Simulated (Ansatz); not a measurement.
VP2H6Br2⁺, that is VBr2(PH3)2 with one electron fewer. Charge 1, multiplicity 5. Geometry r2SCAN-D4/def2-SVP, that of the neutral quartet; atoms count from 1.

```xyz
11

V    -0.258    0.075    1.300
Br   -0.913    2.382    0.738
Br   -0.203   -1.503    3.105
P     1.791    0.467    0.003
H     2.776   -0.521   -0.283
H     2.665    1.462    0.517
H     1.657    0.995   -1.311
P    -1.568   -0.709   -0.614
H    -1.378   -0.078   -1.873
H    -2.970   -0.511   -0.512
H    -1.599   -2.058   -1.071
```

At PBE0-D4/def2-TZVP a triplet of charge 1 lies 1.98 eV below the quintet at the same geometry.

(1) Estimate the Mulliken populations from the PBE0/def2-TZVP orbitals of Ansatz.

(2) Where does the spin sit?

(3) And the Mayer bond orders between bonded heavy atoms (over 0.3)?

## Answers

(1) 
```csv
atom,charge (e),spin (α − β),d electrons
V1,0.52,3.03,3.64
Br2,-0.04,0.57,–
Br3,-0.14,0.41,–
P4,-0.15,-0.04,–
H5,0.16,0.02,–
H6,0.16,0.01,–
H7,0.16,0.01,–
P8,-0.14,-0.05,–
H9,0.15,0.02,–
H10,0.16,0.01,–
H11,0.16,0.01,–
```
Mulliken values and Mayer orders depend strongly on the basis.

(2) Summed by element: V 3.03, Br 0.98, P -0.09, H 0.08, of 4 unpaired in all. Largest on single atoms: V1 3.03, Br2 0.57, Br3 0.41.

(3) V1–Br2 0.70 (2.46 Å); V1–Br3 0.82 (2.40 Å); V1–P4 0.67 (2.46 Å); V1–P8 0.68 (2.45 Å). Values over 0.3 also appear between atoms too far apart for a bond (Br2–Br3 0.37 at 4.60 Å); they arise where an orbital or an unpaired electron spreads over both atoms.
